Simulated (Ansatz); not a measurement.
Geometry optimisation, Ansatz, RKS BLYP-D4/def2-SVP.

Input file:

```yaml
crystal:
  periodic: [false, false, false]
  atoms:
    - { symbol: C, position_ang: [-1.5412, 1.5647, 0.3556] }
    - { symbol: "N", position_ang: [-0.4855, 0.7684, 0.7936] }
    - { symbol: Si, position_ang: [0.2345, -0.0557, -0.6293] }
    - { symbol: O, position_ang: [-0.8066, -1.0824, -1.3658] }
    - { symbol: Ge, position_ang: [2.0772, -1.3138, 0.088] }
    - { symbol: H, position_ang: [-2.0466, 2.1292, 1.2202] }
    - { symbol: H, position_ang: [-1.1964, 2.4006, -0.3447] }
    - { symbol: H, position_ang: [-2.3369, 1.0179, -0.163] }
    - { symbol: H, position_ang: [-0.8715, 0.0426, 1.455] }
    - { symbol: H, position_ang: [0.7323, 0.9451, -1.5647] }
    - { symbol: H, position_ang: [-1.1435, -1.7386, -0.6342] }
    - { symbol: H, position_ang: [1.6089, -2.355, 1.1475] }
    - { symbol: H, position_ang: [3.0635, -0.3439, 0.7607] }
    - { symbol: H, position_ang: [2.699, -2.0082, -1.09] }
basis:
  gaussian: { orbitals: def2-SVP }
hamiltonian:
  xc: blyp
  dispersion: d4
relax:
  f_tol: 0.015
  max_steps: 40
```

Command:

```bash
$ ansatz run input.yaml --threads 2 --pin off --max-ram 3072MiB --backend cpu --events-out ev --progress --plain --runs-dir out
```

Problem. Where does it end, and by what steps?

Solution. The run converged. After 10 steps the energy has fallen by 0.734 eV; H8 moved furthest, 0.81 Å.

```json
{"step": "0", "energy less start (eV)": "0.0000", "largest force component (eV/Å)": "3.382", "accepted": "yes"}
{"step": "1", "energy less start (eV)": "-0.5042", "largest force component (eV/Å)": "1.455", "accepted": "yes"}
{"step": "2", "energy less start (eV)": "-0.6384", "largest force component (eV/Å)": "0.712", "accepted": "yes"}
{"step": "3", "energy less start (eV)": "-0.6696", "largest force component (eV/Å)": "0.356", "accepted": "yes"}
{"step": "4", "energy less start (eV)": "-0.7046", "largest force component (eV/Å)": "0.361", "accepted": "yes"}
{"step": "5", "energy less start (eV)": "-0.7231", "largest force component (eV/Å)": "0.225", "accepted": "yes"}
{"step": "6", "energy less start (eV)": "-0.7316", "largest force component (eV/Å)": "0.086", "accepted": "yes"}
{"step": "7", "energy less start (eV)": "-0.7327", "largest force component (eV/Å)": "0.038", "accepted": "yes"}
{"step": "8", "energy less start (eV)": "-0.7332", "largest force component (eV/Å)": "0.088", "accepted": "yes"}
{"step": "9", "energy less start (eV)": "-0.7336", "largest force component (eV/Å)": "0.016", "accepted": "yes"}
{"step": "10", "energy less start (eV)": "-0.7338", "largest force component (eV/Å)": "0.014", "accepted": "yes"}
```

```xyz
14
Properties=species:S:1:pos:R:3
C -1.634 1.678 0.498
N -0.647 0.600 0.584
Si 0.187 -0.127 -0.760
O -0.691 -1.187 -1.751
Ge 2.062 -1.281 0.218
H -1.522 2.400 1.336
H -1.483 2.244 -0.444
H -2.690 1.321 0.499
H -0.662 0.100 1.477
H 0.557 0.968 -1.708
H -0.965 -2.021 -1.327
H 1.558 -2.250 1.336
H 3.088 -0.317 0.884
H 2.832 -2.157 -0.813
```

Whether the end is a true minimum wasn't checked by a vibrational analysis.

Time of the run: 45 s on 2 threads of Arm Neoverse V1, on a shared host, peak memory 0.19 GiB.
